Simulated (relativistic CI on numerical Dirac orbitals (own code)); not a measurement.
**Hyperfine structure of Ta¹⁸⁺, mass number 181**

Computed by Dirac-Coulomb-Breit CI, KLI orbitals optimised for each configuration, model QED (radiative potential, 1s self-energy scaled to tabulated hydrogen-like ionisation energies), unscaled Slater integrals (own radial code, finite nucleus).

Configurations in the expansion (outside the closed core [Ar] 3d10 4d10): 4s²4p⁶4f⁹, 4s²4p⁶4f⁸5s, 4s²4p⁶4f⁷5s², 4s²4p⁶4f⁸6s, 4s²4p⁵4f¹⁰, 4s4p⁶4f¹⁰, 4p⁶4f¹¹. Levels of other configurations are missing.

Nuclear spin I = 7/2, μ = 2.365 μN, Q = 3.17 b (tables of Stone and Pyykkö). The electronic factors are computed for point nuclear moments, without core polarisation or the Bohr-Weisskopf and QED corrections.

```json
{"Level": "4s²4p⁶4f⁹ ⁶H°15/2", "E (cm⁻¹)": "0.0", "A (MHz)": "1008", "B (MHz)": "10900"}
{"Level": "4s²4p⁶4f⁹ ⁶H°13/2", "E (cm⁻¹)": "10936.3", "A (MHz)": "1024", "B (MHz)": "8850"}
{"Level": "4s²4p⁶4f⁹ ⁶H°11/2", "E (cm⁻¹)": "16117.7", "A (MHz)": "1054", "B (MHz)": "5560"}
{"Level": "4s²4p⁶4f⁹ ⁶F°11/2", "E (cm⁻¹)": "19749.4", "A (MHz)": "782.4", "B (MHz)": "-2290"}
{"Level": "4s²4p⁶4f⁹ ⁶H°9/2", "E (cm⁻¹)": "22390.8", "A (MHz)": "1180", "B (MHz)": "6000"}
{"Level": "4s²4p⁶4f⁹ ⁶H°7/2", "E (cm⁻¹)": "25696.6", "A (MHz)": "1511", "B (MHz)": "3750"}
{"Level": "4s²4p⁶4f⁹ ⁶F°7/2", "E (cm⁻¹)": "27521.0", "A (MHz)": "998.4", "B (MHz)": "1660"}
{"Level": "4s²4p⁶4f⁹ ⁶H°5/2", "E (cm⁻¹)": "28765.6", "A (MHz)": "2226", "B (MHz)": "6320"}
```

Levels with J = 0, under 50 % of one LS term, or S terms without an open s electron are left out. Small factors come from cancelling terms and can be off by tens of per cent or more.

At this charge energies of transitions that change n are usually good to better than 1 %, and those within a shell (Δn = 0) to a few per cent. Terms inside the open d or f shell come out 10 to 20 % too wide with unscaled integrals.

(1) Give the hyperfine levels of 4s²4p⁶4f⁹ ⁶H°15/2 relative to its centre of gravity.

Results:

(1) With K = F(F + 1) − I(I + 1) − J(J + 1), E = AK/2 + B[¾K(K + 1) − I(I + 1)J(J + 1)]/[2I(2I − 1)J(2J − 1)]: F = 4: -26010, F = 5: -22970, F = 6: -18840, F = 7: -13340, F = 8: -6168, F = 9: 3034, F = 10: 14670, F = 11: 29170 MHz.

LS names give the leading component of a level, which can be under half, so a name can repeat, a term be missing and a line seem to break the LS rules.
